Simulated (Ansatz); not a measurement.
Ansatz (a program for electronic structure) input (HF/6-31G*):

Ansatz 0.2 input:
```yaml
crystal:
  periodic: [false, false, false]
  atoms:
    - {symbol: Si, position_ang: [0.00000000, 0.00000000, 1.06422274]}
    - {symbol: C, position_ang: [-0.00000000, -0.00000000, -0.60658882]}
    - {symbol: C, position_ang: [-0.00000000, -0.00000000, -1.87659759]}
basis:
  gaussian:
    orbitals: 6-31G*
hamiltonian:
  xc: {name: HF}
phonons: {temperatures: {t_min: 298.15, t_max: 298.15, t_step: 100}}
```

Output:

```
Functional definition: HF
integrals: 0.01 GiB planned
494 factors; integrals over basis functions are off by at most 4.0e-4 eV
mean field: 0.07 GiB planned
mean field evaluation 1: about -9915.5519 eV, gradient 2.7e1 eV
mean field evaluation 2: about -9915.5583 eV, gradient 2.7e1 eV
mean field evaluation 4: about -9917.9997 eV, gradient 3.1e0 eV
mean field evaluation 8: about -9918.0490 eV, gradient 2.1e-1 eV
mean field -9918.04931527 eV, -364.4815896407 hartree, gradient 2.5e-5 eV, S^2 0.000000; 0 other end points of the search recorded, 0 dependent functions left out
the calculation of the forces begins
reference -9918.04931527 eV, -364.4815896407 hartree; 13, 13 occupied and 36, 36 virtual orbitals, 494 factors
these checks for a lower state are left out or cut short: stability, starts, cluster_reference, orbital_swaps, neighbouring_geometries, increment
integrals: 0.01 GiB planned
494 factors; integrals over basis functions are off by at most 4.0e-4 eV
mean field: 0.07 GiB planned
mean field evaluation 16: about -9918.0493 eV, gradient 3.0e-5 eV
mean field -9918.04931497 eV, -364.4815896299 hartree, gradient 1.3e-6 eV, S^2 0.000000; 0 other end points of the search recorded, 0 dependent functions left out
the calculation of the forces begins
reference -9918.04931497 eV, -364.4815896299 hartree; 13, 13 occupied and 36, 36 virtual orbitals, 494 factors
these checks for a lower state are left out or cut short: stability, starts, cluster_reference, orbital_swaps, neighbouring_geometries, increment
integrals: 0.01 GiB planned
494 factors; integrals over basis functions are off by at most 4.0e-4 eV
mean field: 0.07 GiB planned
mean field -9918.04931497 eV, -364.4815896299 hartree, gradient 1.3e-6 eV, S^2 0.000000; 0 other end points of the search recorded, 0 dependent functions left out
the calculation of the forces begins
reference -9918.04931497 eV, -364.4815896299 hartree; 13, 13 occupied and 36, 36 virtual orbitals, 494 factors
these checks for a lower state are left out or cut short: stability, starts, cluster_reference, orbital_swaps, neighbouring_geometries, increment
integrals: 0.01 GiB planned
494 factors; integrals over basis functions are off by at most 4.0e-4 eV
mean field: 0.07 GiB planned
mean field evaluation 32: about -9918.0493 eV, gradient 1.3e-6 eV
mean field -9918.04931497 eV, -364.4815896299 hartree, gradient 1.3e-6 eV, S^2 0.000000; 0 other end points of the search recorded, 0 dependent functions left out
the calculation of the forces begins
reference -9918.04931497 eV, -364.4815896299 hartree; 13, 13 occupied and 36, 36 virtual orbitals, 494 factors
these checks for a lower state are left out or cut short: stability, starts, cluster_reference, orbital_swaps, neighbouring_geometries, increment
integrals: 0.01 GiB planned
494 factors; integrals over basis functions are off by at most 4.0e-4 eV
mean field: 0.07 GiB planned
mean field -9918.04931497 eV, -364.4815896299 hartree, gradient 1.3e-6 eV, S^2 0.000000; 0 other end points of the search recorded, 0 dependent functions left out
the calculation of the forces begins
reference -9918.04931497 eV, -364.4815896299 hartree; 13, 13 occupied and 36, 36 virtual orbitals, 494 factors
these checks for a lower state are left out or cut short: stability, starts, cluster_reference, orbital_swaps, neighbouring_geometries, increment
integrals: 0.01 GiB planned
494 factors; integrals over basis functions are off by at most 4.0e-4 eV
mean field: 0.07 GiB planned
mean field -9918.04918253 eV, -364.4815847627 hartree, gradient 1.4e-6 eV, S^2 0.000000; 0 other end points of the search recorded, 0 dependent functions left out
the calculation of the forces begins
reference -9918.04918253 eV, -364.4815847627 hartree; 13, 13 occupied and 36, 36 virtual orbitals, 494 factors
these checks for a lower state are left out or cut short: stability, starts, cluster_reference, orbital_swaps, neighbouring_geometries, increment
integrals: 0.01 GiB planned
494 factors; integrals over basis functions are off by at most 4.0e-4 eV
mean field: 0.07 GiB planned
mean field -9918.04918167 eV, -364.4815847312 hartree, gradient 1.3e-6 eV, S^2 0.000000; 0 other end points of the search recorded, 0 dependent functions left out
the calculation of the forces begins
reference -9918.04918167 eV, -364.4815847312 hartree; 13, 13 occupied and 36, 36 virtual orbitals, 494 factors
these checks for a lower state are left out or cut short: stability, starts, cluster_reference, orbital_swaps, neighbouring_geometries, increment
integrals: 0.01 GiB planned
494 factors; integrals over basis functions are off by at most 4.0e-4 eV
mean field: 0.07 GiB planned
mean field -9918.04931368 eV, -364.4815895826 hartree, gradient 8.6e-7 eV, S^2 0.000000; 0 other end points of the search recorded, 0 dependent functions left out
the calculation of the forces begins
reference -9918.04931368 eV, -364.4815895826 hartree; 13, 13 occupied and 36, 36 virtual orbitals, 494 factors
these checks for a lower state are left out or cut short: stability, starts, cluster_reference, orbital_swaps, neighbouring_geometries, increment
integrals: 0.01 GiB planned
494 factors; integrals over basis functions are off by at most 4.0e-4 eV
mean field: 0.07 GiB planned
mean field evaluation 64: about -9918.0492 eV, gradient 1.3e-1 eV
mean field -9918.04931368 eV, -364.4815895826 hartree, gradient 8.6e-7 eV, S^2 0.000000; 0 other end points of the search recorded, 0 dependent functions left out
the calculation of the forces begins
reference -9918.04931368 eV, -364.4815895826 hartree; 13, 13 occupied and 36, 36 virtual orbitals, 494 factors
these checks for a lower state are left out or cut short: stability, starts, cluster_reference, orbital_swaps, neighbouring_geometries, increment
integrals: 0.01 GiB planned
494 factors; integrals over basis functions are off by at most 4.0e-4 eV
mean field: 0.07 GiB planned
mean field -9918.04931368 eV, -364.4815895826 hartree, gradient 9.0e-7 eV, S^2 0.000000; 0 other end points of the search recorded, 0 dependent functions left out
the calculation of the forces begins
reference -9918.04931368 eV, -364.4815895826 hartree; 13, 13 occupied and 36, 36 virtual orbitals, 494 factors
these checks for a lower state are left out or cut short: stability, starts, cluster_reference, orbital_swaps, neighbouring_geometries, increment
integrals: 0.01 GiB planned
494 factors; integrals over basis functions are off by at most 4.0e-4 eV
mean field: 0.07 GiB planned
mean field -9918.04931368 eV, -364.4815895826 hartree, gradient 9.0e-7 eV, S^2 0.000000; 0 other end points of the search recorded, 0 dependent functions left out
the calculation of the forces begins
reference -9918.04931368 eV, -364.4815895826 hartree; 13, 13 occupied and 36, 36 virtual orbitals, 494 factors
these checks for a lower state are left out or cut short: stability, starts, cluster_reference, orbital_swaps, neighbouring_geometries, increment
integrals: 0.01 GiB planned
494 factors; integrals over basis functions are off by at most 4.0e-4 eV
mean field: 0.07 GiB planned
mean field -9918.04892815 eV, -364.4815754145 hartree, gradient 1.9e-6 eV, S^2 0.000000; 0 other end points of the search recorded, 0 dependent functions left out
the calculation of the forces begins
reference -9918.04892815 eV, -364.4815754145 hartree; 13, 13 occupied and 36, 36 virtual orbitals, 494 factors
these checks for a lower state are left out or cut short: stability, starts, cluster_reference, orbital_swaps, neighbouring_geometries, increment
integrals: 0.01 GiB planned
494 factors; integrals over basis functions are off by at most 3.9e-4 eV
mean field: 0.07 GiB planned
mean field evaluation 96: about -9918.0489 eV, gradient 3.8e-5 eV
mean field -9918.04892653 eV, -364.4815753551 hartree, gradient 1.9e-6 eV, S^2 0.000000; 0 other end points of the search recorded, 0 dependent functions left out
the calculation of the forces begins
reference -9918.04892653 eV, -364.4815753551 hartree; 13, 13 occupied and 36, 36 virtual orbitals, 494 factors
these checks for a lower state are left out or cut short: stability, starts, cluster_reference, orbital_swaps, neighbouring_geometries, increment
integrals: 0.01 GiB planned
494 factors; integrals over basis functions are off by at most 4.0e-4 eV
mean field: 0.07 GiB planned
mean field -9918.04931475 eV, -364.4815896219 hartree, gradient 1.6e-6 eV, S^2 0.000000; 0 other end points of the search recorded, 0 dependent functions left out
the calculation of the forces begins
reference -9918.04931475 eV, -364.4815896219 hartree; 13, 13 occupied and 36, 36 virtual orbitals, 494 factors
these checks for a lower state are left out or cut short: stability, starts, cluster_reference, orbital_swaps, neighbouring_geometries, increment
integrals: 0.01 GiB planned
494 factors; integrals over basis functions are off by at most 4.0e-4 eV
mean field: 0.07 GiB planned
mean field -9918.04931475 eV, -364.4815896219 hartree, gradient 1.6e-6 eV, S^2 0.000000; 0 other end points of the search recorded, 0 dependent functions left out
the calculation of the forces begins
reference -9918.04931475 eV, -364.4815896219 hartree; 13, 13 occupied and 36, 36 virtual orbitals, 494 factors
these checks for a lower state are left out or cut short: stability, starts, cluster_reference, orbital_swaps, neighbouring_geometries, increment
integrals: 0.01 GiB planned
494 factors; integrals over basis functions are off by at most 4.0e-4 eV
mean field: 0.07 GiB planned
mean field -9918.04931475 eV, -364.4815896219 hartree, gradient 1.6e-6 eV, S^2 0.000000; 0 other end points of the search recorded, 0 dependent functions left out
the calculation of the forces begins
reference -9918.04931475 eV, -364.4815896219 hartree; 13, 13 occupied and 36, 36 virtual orbitals, 494 factors
these checks for a lower state are left out or cut short: stability, starts, cluster_reference, orbital_swaps, neighbouring_geometries, increment
integrals: 0.01 GiB planned
494 factors; integrals over basis functions are off by at most 4.0e-4 eV
mean field: 0.07 GiB planned
mean field -9918.04931475 eV, -364.4815896219 hartree, gradient 1.6e-6 eV, S^2 0.000000; 0 other end points of the search recorded, 0 dependent functions left out
the calculation of the forces begins
reference -9918.04931475 eV, -364.4815896219 hartree; 13, 13 occupied and 36, 36 virtual orbitals, 494 factors
these checks for a lower state are left out or cut short: stability, starts, cluster_reference, orbital_swaps, neighbouring_geometries, increment
integrals: 0.01 GiB planned
494 factors; integrals over basis functions are off by at most 4.0e-4 eV
mean field: 0.07 GiB planned
mean field evaluation 128: about -9918.0417 eV, gradient 1.6e-1 eV
mean field -9918.04905427 eV, -364.4815800494 hartree, gradient 1.7e-6 eV, S^2 0.000000; 0 other end points of the search recorded, 0 dependent functions left out
the calculation of the forces begins
reference -9918.04905427 eV, -364.4815800494 hartree; 13, 13 occupied and 36, 36 virtual orbitals, 494 factors
these checks for a lower state are left out or cut short: stability, starts, cluster_reference, orbital_swaps, neighbouring_geometries, increment
integrals: 0.01 GiB planned
494 factors; integrals over basis functions are off by at most 4.0e-4 eV
mean field: 0.07 GiB planned
mean field -9918.04905676 eV, -364.4815801407 hartree, gradient 2.5e-6 eV, S^2 0.000000; 0 other end points of the search recorded, 0 dependent functions left out
the calculation of the forces begins
reference -9918.04905676 eV, -364.4815801407 hartree; 13, 13 occupied and 36, 36 virtual orbitals, 494 factors
Total energy: -9918.04931527 eV, -364.4815896407 hartree
Atom 0 at     0.000000     0.000000     1.064223 Å, force     0.000000     0.000000    -0.000032 eV/Å
Atom 1 at    -0.000000    -0.000000    -0.606589 Å, force    -0.000000    -0.000000     0.000039 eV/Å
Atom 2 at    -0.000000    -0.000000    -1.876598 Å, force     0.000000     0.000000    -0.000006 eV/Å
Dipole moment:    -0.000000     0.000000     0.819328 e Å
Vibrations: 126.80 126.80 882.29 2080.04 cm⁻¹, zero-point energy 0.199362 eV
```

The blocks after the first are displaced geometries, from whose forces the wavenumbers follow.
